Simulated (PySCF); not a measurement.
**`CC(C)[O][GeH3]` in a uniform electric field**

C3H10GeO.
SMILES with atom numbers: `[CH3:1][CH:2]([CH3:3])[O:4][GeH3:5]` (hydrogens: H6, H7, H8 on C1; H9 on C2; H10, H11, H12 on C3; H13, H14, H15 on Ge5)

Structure used (PBE0-D3(BJ)/def2-SVP), in Å, numbered top down from 1:
```xyz
15
C3H10GeO angstrom
C     -1.0542    1.3860    0.2356
C     -0.3454    0.0549    0.4148
C     -1.3104   -1.1022    0.6029
O      0.4484   -0.1982   -0.7313
Ge     2.2195   -0.3034   -0.5883
H     -1.6894    1.6228    1.1029
H     -1.6874    1.3527   -0.6645
H     -0.3242    2.1990    0.1071
H      0.2913    0.1231    1.3230
H     -0.7604   -2.0471    0.7241
H     -1.9474   -0.9527    1.4881
H     -1.9567   -1.1963   -0.2834
H      2.5876   -1.4623    0.3633
H      2.7201   -0.5611   -2.0144
H      2.7668    1.0249   -0.0223
```

Level: CAM-B3LYP/def2-SVPD (PySCF); nuclei fixed, core orbitals frozen in the response. Permanent dipole (0.525, 0.140, 1.048) D (1 au = 2.5417 D). Static polarisability (au):

```
x   79.94 -1.45 -5.23
y   -1.45 71.78 -0.07
z   -5.23 -0.07 68.14
```

Only the terms in μ and α are kept: μ(F) = μ + αF and ΔE = −μ·F − ½ F·αF.

**Question.** What do fields of 0.257 V/Å (0.005 au) along the six axis directions do?

**Answer.** 
```tsv
field along	induced x (D)	induced y (D)	induced z (D)	total size (D)	−μ·F (kJ/mol)	−½F·αF (kJ/mol)
+x	1.016	-0.018	-0.066	1.831	-2.711	-2.624
−x	-1.016	0.018	0.066	1.228	+2.711	-2.624
+y	-0.018	0.912	-0.001	1.569	-0.723	-2.356
−y	0.018	-0.912	0.001	1.411	+0.723	-2.356
+z	-0.066	-0.001	0.866	1.973	-5.413	-2.236
−z	0.066	0.001	-0.866	0.635	+5.413	-2.236
```

**Question.** For the field (-0.0045, -0.0020, 0.0025) au, what is the induced dipole, and what angle does it make with the field?

**Answer.** αF = (-0.940, -0.349, 0.493) D, at 3.3° to the field. The polarisability along this direction, F·αF/F², is 79.48 au, against a mean of 73.29 au.

**Question.** Which field along μ doubles the dipole in that direction (linear response)?

**Answer.** The polarisability along the dipole is 66.23 au, so F = 0.4644 au / 66.23 au = 0.0070 au = 0.36 V/Å; higher-order terms are ignored.

**Question.** What field makes μF equal to kT at 100 K?

**Answer.** kT = 0.3167 × 10⁻³ Eh, so F = 0.000682 au = 3.51 MV/cm.

**Question.** Induction energy −ᾱe²/2R⁴ of a unit charge at 11 Å, the molecule taken as a point?

**Answer.** R = 20.79 bohr, so the energy is −73.3/(2 × 20.79⁴) Eh = -0.515 kJ/mol. The charge–dipole term at its most favourable orientation, −μe/R², is -2.82 kJ/mol.

Isolated species at its PBE0-D3(BJ)/def2-SVP geometry (one conformer only). The calculation is non-relativistic, for germanium too.
